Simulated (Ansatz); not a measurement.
Calculated with Ansatz (gas phase, PBE0-D4/def2-TZVP geometries, no zero-point term in ΔE). CCSD(T)/CBS is the MP2 limit (def2-TZVPP, def2-QZVPP) plus CCSD(T) − MP2 in def2-TZVPP, frozen cores. This one scheme is used for every species. DFT in def2-TZVPP. HSE06 is defined as in plane-wave codes. def2 core potentials past Kr. For Te, Zn outer-core shells are correlated without core-valence functions, which leaves a few kJ/mol of doubt a bond. Scalar relativity is left out up to krypton.

`[CH3][Zn][F]` + `C#C[TeH]` → `[CH3][Zn][TeH]` + `C#CF`  (formal exchange of groups at a Zn–F bond)

CCSD(T)/CBS gives +19.5 kcal/mol.

Problem. Another level gave +13.3 kcal/mol. Which?
A. r2SCANh/def2-TZVPP
B. B2PLYP/def2-TZVPP
C. HSE06-D4/def2-TZVPP
D. SCS-MP2/def2-TZVPP

Solution. C. HSE06-D4 13.3, B2PLYP 18.4, r2SCANh 15.5, SCS-MP2/def2-TZVPP 21.4 kcal/mol.

Largest T1 diagnostic among the species: 0.016.

From BLYP to BHLYP (50 % exact exchange), in def2-TZVPP and without D4, ΔE moves by −2.6 kcal/mol. Leaving LDA and LC-ωPBE aside and taking each functional with its dispersion term where it has one, the values, not all of them listed here, spread over 5.8 kcal/mol, from HSE06-D4 to B97M-V. LDA lies −3.5 kcal/mol from PBE without D4. At CCSD(T), def2-SVP lies −9.3 kcal/mol from the extrapolated value and def2-TZVPP −0.1 kcal/mol.
